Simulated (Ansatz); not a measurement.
Ansatz (an electronic-structure program) input (HF/3-21G): The .json file is the Basis Set Exchange's 3-21G.

Ansatz 0.2 input:
```yaml
crystal:
  periodic: [false, false, false]
  atoms:
    - {symbol: Cd, position_ang: [0.00000000, 0.00000000, 0.00000000]}
    - {symbol: F, position_ang: [-0.00000000, -0.00000000, -1.94614966]}
    - {symbol: F, position_ang: [0.00000000, 0.00000000, 1.94614966]}
basis:
  gaussian:
    orbitals: 3-21G.json
hamiltonian:
  xc: {name: HF}
phonons: {temperatures: {t_min: 298.15, t_max: 298.15, t_step: 100}}
```

Output:

```
Functional definition: HF
integrals: 0.01 GiB planned
717 factors; integrals over basis functions are off by at most 2.7e-4 eV
mean field: 0.18 GiB planned
mean field evaluation 1: about -153415.2105 eV, gradient 4.3e1 eV
mean field evaluation 2: about -153415.2906 eV, gradient 4.4e1 eV
mean field evaluation 4: about -153418.2655 eV, gradient 1.7e0 eV
mean field evaluation 8: about -153418.2917 eV, gradient 2.0e-1 eV
mean field -153418.29184447 eV, -5638.0182346309 hartree, gradient 2.6e-5 eV, S^2 0.000000; 0 other end points of the search recorded, 0 dependent functions left out
the calculation of the forces begins
reference -153418.29184447 eV, -5638.0182346309 hartree; 33, 33 occupied and 24, 24 virtual orbitals, 717 factors
these checks for a lower state are left out or cut short: stability, starts, cluster_reference, orbital_swaps, neighbouring_geometries, increment
integrals: 0.01 GiB planned
717 factors; integrals over basis functions are off by at most 2.7e-4 eV
mean field: 0.18 GiB planned
mean field evaluation 16: about -153418.2900 eV, gradient 1.1e0 eV
mean field -153418.29183940 eV, -5638.0182344449 hartree, gradient 5.5e-6 eV, S^2 0.000000; 0 other end points of the search recorded, 0 dependent functions left out
the calculation of the forces begins
reference -153418.29183940 eV, -5638.0182344449 hartree; 33, 33 occupied and 24, 24 virtual orbitals, 717 factors
these checks for a lower state are left out or cut short: stability, starts, cluster_reference, orbital_swaps, neighbouring_geometries, increment
integrals: 0.01 GiB planned
717 factors; integrals over basis functions are off by at most 2.7e-4 eV
mean field: 0.18 GiB planned
mean field evaluation 32: about -153418.2918 eV, gradient 5.5e-6 eV
mean field -153418.29183940 eV, -5638.0182344449 hartree, gradient 5.5e-6 eV, S^2 0.000000; 0 other end points of the search recorded, 0 dependent functions left out
the calculation of the forces begins
reference -153418.29183940 eV, -5638.0182344449 hartree; 33, 33 occupied and 24, 24 virtual orbitals, 717 factors
these checks for a lower state are left out or cut short: stability, starts, cluster_reference, orbital_swaps, neighbouring_geometries, increment
integrals: 0.01 GiB planned
717 factors; integrals over basis functions are off by at most 2.7e-4 eV
mean field: 0.18 GiB planned
mean field -153418.29183940 eV, -5638.0182344449 hartree, gradient 5.5e-6 eV, S^2 0.000000; 0 other end points of the search recorded, 0 dependent functions left out
the calculation of the forces begins
reference -153418.29183940 eV, -5638.0182344449 hartree; 33, 33 occupied and 24, 24 virtual orbitals, 717 factors
these checks for a lower state are left out or cut short: stability, starts, cluster_reference, orbital_swaps, neighbouring_geometries, increment
integrals: 0.01 GiB planned
717 factors; integrals over basis functions are off by at most 2.7e-4 eV
mean field: 0.18 GiB planned
mean field -153418.29183940 eV, -5638.0182344449 hartree, gradient 5.5e-6 eV, S^2 0.000000; 0 other end points of the search recorded, 0 dependent functions left out
the calculation of the forces begins
reference -153418.29183940 eV, -5638.0182344449 hartree; 33, 33 occupied and 24, 24 virtual orbitals, 717 factors
these checks for a lower state are left out or cut short: stability, starts, cluster_reference, orbital_swaps, neighbouring_geometries, increment
integrals: 0.01 GiB planned
717 factors; integrals over basis functions are off by at most 2.8e-4 eV
mean field: 0.18 GiB planned
mean field -153418.29168914 eV, -5638.0182289227 hartree, gradient 5.5e-6 eV, S^2 0.000000; 0 other end points of the search recorded, 0 dependent functions left out
the calculation of the forces begins
reference -153418.29168914 eV, -5638.0182289227 hartree; 33, 33 occupied and 24, 24 virtual orbitals, 717 factors
these checks for a lower state are left out or cut short: stability, starts, cluster_reference, orbital_swaps, neighbouring_geometries, increment
integrals: 0.01 GiB planned
717 factors; integrals over basis functions are off by at most 2.8e-4 eV
mean field: 0.18 GiB planned
mean field evaluation 64: about -153418.1665 eV, gradient 1.2e0 eV
mean field -153418.29168914 eV, -5638.0182289227 hartree, gradient 5.5e-6 eV, S^2 0.000000; 0 other end points of the search recorded, 0 dependent functions left out
the calculation of the forces begins
reference -153418.29168914 eV, -5638.0182289227 hartree; 33, 33 occupied and 24, 24 virtual orbitals, 717 factors
these checks for a lower state are left out or cut short: stability, starts, cluster_reference, orbital_swaps, neighbouring_geometries, increment
integrals: 0.01 GiB planned
717 factors; integrals over basis functions are off by at most 2.7e-4 eV
mean field: 0.18 GiB planned
mean field -153418.29184320 eV, -5638.0182345844 hartree, gradient 5.5e-6 eV, S^2 0.000000; 0 other end points of the search recorded, 0 dependent functions left out
the calculation of the forces begins
reference -153418.29184320 eV, -5638.0182345844 hartree; 33, 33 occupied and 24, 24 virtual orbitals, 717 factors
these checks for a lower state are left out or cut short: stability, starts, cluster_reference, orbital_swaps, neighbouring_geometries, increment
integrals: 0.01 GiB planned
717 factors; integrals over basis functions are off by at most 2.7e-4 eV
mean field: 0.18 GiB planned
mean field -153418.29184320 eV, -5638.0182345844 hartree, gradient 5.5e-6 eV, S^2 0.000000; 0 other end points of the search recorded, 0 dependent functions left out
the calculation of the forces begins
reference -153418.29184320 eV, -5638.0182345844 hartree; 33, 33 occupied and 24, 24 virtual orbitals, 717 factors
these checks for a lower state are left out or cut short: stability, starts, cluster_reference, orbital_swaps, neighbouring_geometries, increment
integrals: 0.01 GiB planned
717 factors; integrals over basis functions are off by at most 2.7e-4 eV
mean field: 0.18 GiB planned
mean field evaluation 96: about -153418.2900 eV, gradient 1.1e0 eV
mean field -153418.29184320 eV, -5638.0182345844 hartree, gradient 5.5e-6 eV, S^2 0.000000; 0 other end points of the search recorded, 0 dependent functions left out
the calculation of the forces begins
reference -153418.29184320 eV, -5638.0182345844 hartree; 33, 33 occupied and 24, 24 virtual orbitals, 717 factors
these checks for a lower state are left out or cut short: stability, starts, cluster_reference, orbital_swaps, neighbouring_geometries, increment
integrals: 0.01 GiB planned
717 factors; integrals over basis functions are off by at most 2.7e-4 eV
mean field: 0.18 GiB planned
mean field -153418.29184320 eV, -5638.0182345844 hartree, gradient 5.5e-6 eV, S^2 0.000000; 0 other end points of the search recorded, 0 dependent functions left out
the calculation of the forces begins
reference -153418.29184320 eV, -5638.0182345844 hartree; 33, 33 occupied and 24, 24 virtual orbitals, 717 factors
these checks for a lower state are left out or cut short: stability, starts, cluster_reference, orbital_swaps, neighbouring_geometries, increment
integrals: 0.01 GiB planned
717 factors; integrals over basis functions are off by at most 2.8e-4 eV
mean field: 0.18 GiB planned
mean field -153418.29176727 eV, -5638.0182317941 hartree, gradient 5.5e-6 eV, S^2 0.000000; 0 other end points of the search recorded, 0 dependent functions left out
the calculation of the forces begins
reference -153418.29176727 eV, -5638.0182317941 hartree; 33, 33 occupied and 24, 24 virtual orbitals, 717 factors
these checks for a lower state are left out or cut short: stability, starts, cluster_reference, orbital_swaps, neighbouring_geometries, increment
integrals: 0.01 GiB planned
717 factors; integrals over basis functions are off by at most 2.7e-4 eV
mean field: 0.18 GiB planned
mean field evaluation 128: about -153418.2918 eV, gradient 1.8e-2 eV
mean field -153418.29176886 eV, -5638.0182318526 hartree, gradient 5.5e-6 eV, S^2 0.000000; 0 other end points of the search recorded, 0 dependent functions left out
the calculation of the forces begins
reference -153418.29176886 eV, -5638.0182318526 hartree; 33, 33 occupied and 24, 24 virtual orbitals, 717 factors
Total energy: -153418.29184447 eV, -5638.0182346309 hartree
Atom 0 at     0.000000     0.000000     0.000000 Å, force     0.000000     0.000000     0.000000 eV/Å
Atom 1 at    -0.000000    -0.000000    -1.946150 Å, force    -0.000000     0.000000    -0.000177 eV/Å
Atom 2 at     0.000000     0.000000     1.946150 Å, force    -0.000000    -0.000000     0.000177 eV/Å
Dipole moment:     0.000000     0.000000    -0.000000 e Å
Vibrations: 124.55 124.55 586.56 689.84 cm⁻¹, zero-point energy 0.094568 eV
```

The blocks after the first are displaced geometries, from whose forces the wavenumbers follow.
